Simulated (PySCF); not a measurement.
First SCF of a structure search on doublet TaF(OH), at a hand-made bent (heavy-atom frame) geometry. PySCF input:

```python
from pyscf import gto, scf, dft
mol = gto.M(atom='''
Ta     0.000000     0.000000     0.000000
F      1.720200     0.000000     1.204500
O     -1.712000     0.000000     1.198800
H     -2.217500     0.735400     1.552700''',
    basis={'Ta': 'def2-TZVP', 'F': 'def2-TZVP', 'O': 'def2-TZVP', 'H': 'def2-TZVP'},
    ecp={'Ta': 'def2-TZVP'},
    charge=0, spin=1)
mf = dft.UKS(mol, xc='PBE0')
mf.grids.atom_grid = (50, 194)
aux = {'Ta': 'def2-universal-JKFIT', 'F': 'def2-universal-JKFIT', 'O': 'def2-universal-JKFIT', 'H': 'def2-universal-JKFIT'}
mf = mf.density_fit(auxbasis=aux)
mf.conv_tol = 1e-08
mf.diis_space = 10
mf.max_cycle = 60
mf.init_guess = 'minao'
mf.verbose = 4
mf.kernel()
```

Excerpt of the output (cycles alone):

```
init E= -213.678128633147
cycle= 1 E= -232.369952500277  delta_E= -18.7  |g|= 0.64  |ddm|= 3.69
cycle= 2 E= -231.878644042806  delta_E= 0.491  |g|= 1.33  |ddm|= 1.27
cycle= 3 E= -232.500242111498  delta_E= -0.622  |g|= 0.248  |ddm|= 0.718
cycle= 4 E= -232.534801248535  delta_E= -0.0346  |g|= 0.061  |ddm|= 0.419
cycle= 5 E= -232.537211051979  delta_E= -0.00241  |g|= 0.0191  |ddm|= 0.0998
cycle= 6 E= -232.537709590851  delta_E= -0.000499  |g|= 0.00921  |ddm|= 0.0376
cycle= 7 E= -232.538145012568  delta_E= -0.000435  |g|= 0.00881  |ddm|= 0.0394
cycle= 8 E= -232.538700744021  delta_E= -0.000556  |g|= 0.00821  |ddm|= 0.046
cycle= 9 E= -232.537597529293  delta_E= 0.0011  |g|= 0.00697  |ddm|= 0.0999
cycle= 10 E= -232.536583593941  delta_E= 0.00101  |g|= 0.00571  |ddm|= 0.197
cycle= 11 E= -232.536638038726  delta_E= -5.44e-05  |g|= 0.0022  |ddm|= 0.0227
cycle= 12 E= -232.536612482273  delta_E= 2.56e-05  |g|= 0.00118  |ddm|= 0.0348
cycle= 13 E= -232.536616764053  delta_E= -4.28e-06  |g|= 0.000869  |ddm|= 0.00669
... 18 lines left out ...
cycle= 32 E= -232.53662366427  delta_E= 8.32e-08  |g|= 0.000222  |ddm|= 0.00153
cycle= 33 E= -232.536623524874  delta_E= 1.39e-07  |g|= 0.000185  |ddm|= 0.00269
cycle= 34 E= -232.536627394833  delta_E= -3.87e-06  |g|= 0.000198  |ddm|= 0.0191
cycle= 35 E= -232.536629790542  delta_E= -2.4e-06  |g|= 0.000225  |ddm|= 0.0233
cycle= 36 E= -232.536629087815  delta_E= 7.03e-07  |g|= 0.000156  |ddm|= 0.0102
cycle= 37 E= -232.536629824458  delta_E= -7.37e-07  |g|= 4.46e-05  |ddm|= 0.0112
cycle= 38 E= -232.53662994994  delta_E= -1.25e-07  |g|= 3.61e-05  |ddm|= 0.00574
cycle= 39 E= -232.536629942671  delta_E= 7.27e-09  |g|= 1.54e-05  |ddm|= 0.000881
Extra cycle  E= -232.536629943816  delta_E= -1.14e-09  |g|= 2.22e-05  |ddm|= 8.26e-05
converged SCF energy = -232.536629943816  <S^2> = 0.77746011  2S+1 = 2.0272741
```

This is not the lowest solution: all starts ended here, but a stability analysis within the same unrestricted form found one 10.2 kJ/mol lower, at -232.54052 Eh.

Other spin states or occupations of the open shell can lie lower. No spin–orbit coupling is included, which matters more the heavier the element.

The search for the lowest solution, 3 starts and the stability check together, took 26 s on 4 threads of a shared Arm Neoverse V2 host, with 108 basis functions; the process peaked at 0.49 GiB.
